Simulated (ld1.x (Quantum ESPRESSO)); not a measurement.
boron: variants of one PAW potential

Base potential:

- Element: boron
- Generator: ld1.x (Quantum ESPRESSO) 7.5
- Type: PAW
- Functional: LDA (PZ)
- Relativity: non-relativistic
- Frozen core: [He]
- Valence charge: 3
- Reference configuration: 2s2 2p1
- Partial waves: 2s (bound): rcut 1.40, rcutus 1.50 bohr; 2s channel at 0.05 Ry: rcut 1.40, rcutus 1.50 bohr; 2p (bound): rcut 2.65, rcutus 3.60 bohr; 2p channel at 0.45 Ry: rcut 2.65, rcutus 3.60 bohr; 3d channel at 0.5 Ry: rcut 2.75, rcutus 3.45 bohr
- Local potential: all-electron potential smoothed inside 1.75 bohr (lloc = -1)
- Core correction: Bessel-smoothed model core, default radius (core density twice the valence density)
- Augmentation charge: GAUSS, radius 1.50 bohr

All-electron outer shells of the reference configuration (LDA (PZ), non-relativistic, ld1.x):

| shell | level (eV) | outermost node (bohr) | outermost maximum (bohr) |
| --- | --- | --- | --- |
| 2s | -9.39 | 0.46 | 1.52 |
| 2p | -3.72 | – | 1.55 |

Cutoffs, loose and tight: the cutoffs (Ry, on a coarse ladder) from which the occupation-weighted sum of valence levels, in a spherical-Bessel basis at the reference potential, stays within 10 and 1 mRy of its value at 400 Ry. They do not see the model core or the augmentation charge, which bear on the density cutoff. Test errors are all-electron minus pseudo excitation energies from the reference, over the configurations 2s2 2p0; 2s1 2p0; 2s2 2p0.5; 2s1 2p2; 2s0 2p3; 2s1 2p1; 2s2 2p1.3 (two spin-polarised tests are not counted in the largest error). A dash means not determined; rows that change the core or the reference have their own tests. The largest error is taken over the tests solved by every variant that gives reliable tests at all: 2s1 2p0; 2s2 2p0; 2s2 2p0.5.

A true bound ghost makes a file unfit for plane-wave use even where its test errors are small: the radial tests pick states by their node count and pass the ghost by.

Cutoffs are not given where the Bessel-basis levels miss the radial ones by over 6 mRy, ghosts where they miss by over 20 mRy; a channel whose overlap is not positive is not tested.

A file whose overlap is not positive is unfit for use, and its test errors describe a broken file.

| change | outcome | cutoff, loose | cutoff, tight | bound ghosts | largest test error (meV) |
| --- | --- | --- | --- | --- | --- |
| base | generated, overlap not positive | – | – | not determined (overlap not positive) | +101 |
| local potential all-electron potential smoothed inside 3.25 bohr (lloc = -1) | generated, overlap not positive | – | – | not determined (overlap not positive) | test run stopped at test 1 of 9 (negative rho) |
| local potential all-electron potential smoothed inside 1.98 bohr (lloc = -1) | generated, overlap not positive | – | – | not determined (overlap not positive) | +119 |
| waves 2p (bound): rcut 2.65, rcutus 5.30 bohr; 2p channel at 0.45 Ry: rcut 2.65, rcutus 5.30 bohr | generated | 6 Ry | 12 Ry | none | +607 |
| waves 2s (bound): rcut 1.40, rcutus 1.90 bohr; 2s channel at 0.05 Ry: rcut 1.40, rcutus 1.90 bohr | generated, overlap not positive | – | – | not determined (overlap not positive) | test run stopped at test 1 of 9 (negative rho) |
| functional PBE; added wave 3d channel at 1.8 Ry: rcut 2.75, rcutus 3.45 bohr | generated, overlap not positive | – | – | not determined (overlap not positive) | +97 |
| augmentation PSQ, radius 1.05 bohr | generated, overlap not positive | – | – | not determined (overlap not positive) | +17 |
| type TM semilocal; waves now 2s (bound): rc 1.50 bohr; 3d channel at 0.5 Ry: rc 3.45 bohr; 2p (bound): rc 3.60 bohr; local potential the p channel | generated | 18 Ry | 50 Ry | none | +484 |

(1) What comes out with this change to the base: scalar-relativistic; added wave 3d channel at 2.1 Ry: rcut 2.75, rcutus 3.45 bohr?

(2) What comes out with this change to the base: wave 2p channel at 0.45 Ry: rcut 2.65, rcutus 3.60 bohr becomes 2p channel at 0.08 Ry: rcut 2.65, rcutus 3.60 bohr?

Results:

(1) outcome: generated, overlap not positive; bound ghosts: d (p not tested, overlap not positive); largest test error (meV): +101. A file whose overlap is not positive is unfit for use, and its test errors describe a broken file.

(2) outcome: generated; cutoff, loose: 6 Ry; cutoff, tight: 12 Ry; bound ghosts: none; largest test error (meV): +101.
